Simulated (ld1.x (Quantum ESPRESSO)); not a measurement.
**tantalum, TM: configuration errors across variants**

- Element: tantalum (Ta)
- Generator: ld1.x (Quantum ESPRESSO) 7.5
- Type: norm-conserving Troullier–Martins (Kleinman–Bylander form)
- Functional: BLYP
- Relativity: scalar-relativistic
- Frozen core: [Xe] 4f14
- Valence charge: 5
- Reference configuration: 5d3 6s1.5 6p0.5
- Partial waves: 6s (bound): rc 3.00 bohr; 6p (bound): rc 2.85 bohr; 5d (bound): rc 1.55 bohr
- Local potential: all-electron potential smoothed inside 1.35 bohr (lloc = -2)
- Core correction: Bessel-smoothed model core inside 1.00 bohr

All-electron excitation energies from the reference (eV): (1) 5d3 6s2 6p0 -2.047; (2) 5d3 6s1 6p0 6.347; (3) 5d3 6s0 6p0 21.400; (4) 5d2 6s0 6p0 44.992; (5) 5d3.5 6s1.5 6p0 -1.049; (6) 5d4 6s1 6p0 0.069; (7) 5d2 6s2 6p1 0.926.

2 further variants failed, have other tests or another functional or relativity, and are left out.

A true bound ghost makes a file unfit for plane-wave use even where its test errors are small: the radial tests pick states by their node count and pass the ghost by.

Errors AE − PS in meV (a dash: test not solved or not reliable):

```csv
change,(1),(2),(3),(4),(5),(6),(7),bound ghosts
base,+0.1,-5.7,-29,-146,-12,-41,-70,"s, p"
"all radii but the core radius scaled by about 1.28 (s 3.84, p 3.64, d 1.98 bohr); local potential all-electron potential smoothed inside 1.72 bohr (lloc = -2)",-2.0,-6.0,-53,-294,-16,-30,-35,s
core correction Bessel-smoothed model core inside 1.66 bohr,+0.1,-5.6,-29,-146,-12,-41,-69,"s, p"
wave 6s (bound): rc 3.00 bohr becomes 6s (bound): rc 3.40 bohr,-0.3,-5.1,-35,-204,-11,-32,-53,"s, p"
```

(1) Give the same row for: wave 6p (bound): rc 2.85 bohr becomes 6p (bound): rc 2.82 bohr.

## Answers

(1) +0.1, -5.6, -29, -147, -12, -40, -69; bound ghosts: s, p.
